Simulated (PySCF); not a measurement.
PySCF job for MoF4, SMILES [F][Mo]([F])([F])[F] (connectivity only; charge and spin as stated), neutral, multiplicity 3, PBE-D3(BJ)/def2-SVP. Coordinates come from a PBE-D3(BJ)/def2-SVP optimisation. The geometry has at least one imaginary mode, so it is a saddle point at that level. The spin state was assumed, not searched. The def2 effective core potentials stand for the cores of Mo; spin–orbit coupling is left out.

```python
import numpy as np
from pyscf import gto, scf, dft, df
from pyscf.hessian import thermo

mol = gto.M(
    atom='''
    Mo    0.00000000    0.00000000    0.00000000
    F     0.00000000    1.27862711   -1.35430122
    F     0.00000000   -1.27862711    1.35430122
    F     0.00000000    1.27862711    1.35430122
    F     0.00000000   -1.27862711   -1.35430122
    ''',
    basis='def2-SVP',
    ecp={'Mo': 'def2-svp'},
    charge=0,
    spin=2,
    max_memory=1600,
    verbose=3,
)
mf = dft.UKS(mol, xc='pbe').density_fit(auxbasis='def2-universal-jkfit')
mf.disp = 'd3bj'
mf.grids.level = 3
mf.conv_tol = 1e-11
mf.max_cycle = 100
mf.kernel()
fine, coarse = mf.grids, dft.Grids(mol).set(level=1).build(with_non0tab=True)
for _ in range(3):  # follow internal instabilities
    mf.grids = coarse
    mo, _, stable, _ = mf.stability(return_status=True, nroots=4)
    mf.grids = fine
    if stable:
        break
    mf.kernel(mf.make_rdm1(mo, mf.mo_occ))

# [left out here: the lines that compute and print the analytic Hessian (its translational invariance restored by hand, since the grid's response is missing), thermochemistry and intensities]
```

Program output:

```

WARN: HOMO -0.386936499551191 >= LUMO -0.397065909323544

converged SCF energy = -467.057028138752  <S^2> = 2.006699  2S+1 = 3.0044627
<class 'pyscf.df.df_jk.DFUKS'> wavefunction is stable in the internal stability analysis

WARN: DFTD3 does not support analytical Hessian, using finite difference


WARN: Mole.unit (angstrom) is changed to Bohr

Mode                                 0                   1                   2
Irrep
Freq [cm^-1]                      -94.1279            131.7298            156.6743
Reduced mass [au]                  18.9984             29.4301             22.1427
Force const [Dyne/A]               -0.0992              0.3009              0.3202
Char temp [K]                    -135.4291            189.5299            225.4194
Normal mode                   x     y     z       x     y     z       x     y     z
       0  Mo                -0.00  0.00 -0.00    0.07 -0.00  0.00    0.00  0.04  0.00
       1   F                -0.11  0.00  0.00   -0.09  0.00  0.00   -0.00 -0.05 -0.09
       2   F                -0.11  0.00 -0.00   -0.09  0.00  0.00   -0.00 -0.05 -0.09
       3   F                 0.11 -0.00  0.00   -0.09  0.00 -0.00   -0.00 -0.05  0.09
       4   F                 0.11 -0.00  0.00   -0.09  0.00 -0.00   -0.00 -0.05  0.09
Mode                                 3                   4                   5
Irrep
Freq [cm^-1]                      228.6835            290.2120            513.8017
Reduced mass [au]                  21.4592             18.9984             18.9984
Force const [Dyne/A]                0.6612              0.9428              2.9550
Char temp [K]                     329.0247            417.5504            739.2462
Normal mode                   x     y     z       x     y     z       x     y     z
       0  Mo                -0.00 -0.00  0.04    0.00 -0.00 -0.00   -0.00  0.00  0.00
       1   F                -0.00 -0.09 -0.05   -0.00 -0.08 -0.08   -0.00  0.08 -0.08
       2   F                -0.00 -0.09 -0.05   -0.00  0.08  0.08   -0.00 -0.08  0.08
       3   F                 0.00  0.09 -0.05    0.00 -0.08  0.08    0.00 -0.08 -0.08
       4   F                 0.00  0.09 -0.05    0.00  0.08 -0.08    0.00  0.08  0.08
Mode                                 6                   7                   8
Irrep
Freq [cm^-1]                      679.5213            696.9700            721.9995
Reduced mass [au]                  18.9984             24.1236             24.9907
Force const [Dyne/A]                5.1686              6.9043              7.6754
Char temp [K]                     977.6799           1002.7846           1038.7965
Normal mode                   x     y     z       x     y     z       x     y     z
       0  Mo                -0.00  0.00  0.00   -0.00  0.05  0.00    0.00 -0.00  0.06
       1   F                 0.00 -0.08  0.08    0.00 -0.07  0.07    0.00  0.07 -0.07
       2   F                 0.00  0.08 -0.08    0.00 -0.07  0.07    0.00  0.07 -0.07
       3   F                 0.00 -0.08 -0.08    0.00 -0.07 -0.07   -0.00 -0.07 -0.07
       4   F                 0.00  0.08  0.08    0.00 -0.07 -0.07   -0.00 -0.07 -0.07
temperature 298.1500 [K]
pressure 101325.00 [Pa]
Rotational constants [GHz] 4.06773 3.62585 1.91705
Symmetry number 4
Zero-point energy (ZPE) 0.00779 [Eh]   20453.702 [J/mol]
                           tot       elec      trans        rot        vib
Entropy [J/mol/K]       326.409      9.134    172.940    100.743     43.592
Cv [J/mol/K]             71.039      0.000     12.472     12.472     46.095
Cp [J/mol/K]             79.353      0.000     20.786     12.472     46.095
Internal energy [J/mol]                      3718.434   3718.434  27832.415
Internal energy [Eh]   -467.04359  -467.05703
Enthalpy [J/mol]                             6197.391   3718.434  27832.415
Enthalpy [Eh]          -467.04265
Gibbs free energy [J/mol]                  -45364.577 -26317.969  14835.483
Gibbs free energy [Eh] -467.07972
mode   freq/cm-1   IR/(km/mol)
   1      -94.13         0.000
   2      131.73        20.425
   3      156.67        18.562
   4      228.68        11.362
   5      290.21         0.000
   6      513.80         0.000
   7      679.52         0.000
   8      696.97       223.624
   9      722.00       222.724
max |gradient| / (hartree/bohr): 0.00039616482829921796
APT charges: [ 2.2953 -0.5738 -0.5738 -0.5738 -0.5738]
```

The calculation finished and met its thresholds. The end point has an imaginary mode, so it is no minimum.

Cost: around 110 core-seconds (rough).
